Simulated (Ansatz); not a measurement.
NTi, doublet, at a GFN2-xTB geometry (such geometries of metal compounds can be far from the true shape); B3LYP/6-31G* run with Ansatz (a quantum-chemistry and plane-wave program).

The Ansatz input:
Ansatz 0.2 input:
```yaml
crystal:
  periodic: [false, false, false]
  atoms:
    - {symbol: Ti, position_ang: [-0.00000000, -0.00000000, -0.41370624]}
    - {symbol: N, position_ang: [0.00000000, 0.00000000, 1.30021962]}
basis:
  gaussian:
    orbitals: 6-31G*
    fitting: {mean_field: def2-universal-JKFIT}
hamiltonian:
  xc: b3lyp
magnetization: {spin_polarized: true, initial_magnetization: 1}
```

What the program printed (banner, timings and long lists left out):

```
Functional definition: B3LYP
341 factors; integrals over basis functions are off by at most 1.7e-1 eV
mean field evaluation 1: about -24574.8451 eV, gradient 7.3e1 eV
mean field evaluation 2: about -24187.9350 eV, gradient 2.4e2 eV
mean field evaluation 4: about -24596.7831 eV, gradient 2.6e1 eV
mean field evaluation 8: about -24599.8019 eV, gradient 1.0e1 eV
mean field evaluation 16: about -24600.2438 eV, gradient 4.2e-2 eV
mean field evaluation 32: about -24600.2440 eV, gradient 3.8e-5 eV
mean field -24600.24402819 eV, -904.0422933918 hartree, gradient 1.1e-5 eV, S^2 0.788295; 3 other end points of the search recorded, 0 dependent functions left out
reference -24600.24420952 eV, -904.0423000555 hartree; 15, 14 occupied and 36, 37 virtual orbitals, 341 factors
Total energy: -24600.24420952 eV, -904.0423000555 hartree
```
